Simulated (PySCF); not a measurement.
C6H7F3O.
SMILES: `FC(F)(F)OC=C1CCC1`

Jobs on this species (17 atoms, 78 electrons) with PySCF (density fitting). Hardware of each: one thread of an Arm Neoverse N1, on a shared host. Other jobs ran on the host; a repeat could differ by tens of per cent or more.

**Question.** Rank these jobs by wall time, shortest first.
A. PBE0-D3(BJ)/def2-SVP, grid level 1; geometry optimisation from a GFN2-xTB start; 175 basis functions
B. wB97X-D/def2-SVPD; 10 singlets by full TDDFT, 4 Tamm–Dancoff triplets, polarisability, ΔSCF ions; 268 basis functions
C. WP04/pcSseg-1; shieldings; 205 basis functions

**Answer.** C (51 s), A (2.8 min), B (4.5 min).

All jobs:

```tsv
level and settings	work	basis functions	SCF cycles	wall time
WP04/pcSseg-1	shieldings	205	15	51 s
PBE0/pcSseg-1	shieldings, charges and field gradients	205	14	58 s
PBE0-D3(BJ)/def2-SVP, grid level 1	geometry optimisation from a GFN2-xTB start	175	49	2.8 min
wB97X-D/def2-SVPD	10 singlets by full TDDFT, 4 Tamm–Dancoff triplets, polarisability, ΔSCF ions	268	14	4.5 min
```

**Question.** What do all jobs in the table cost together?

**Answer.** About 9.1 min; the longest takes about 49 % of that, and about 5.3 times as long as the shortest.
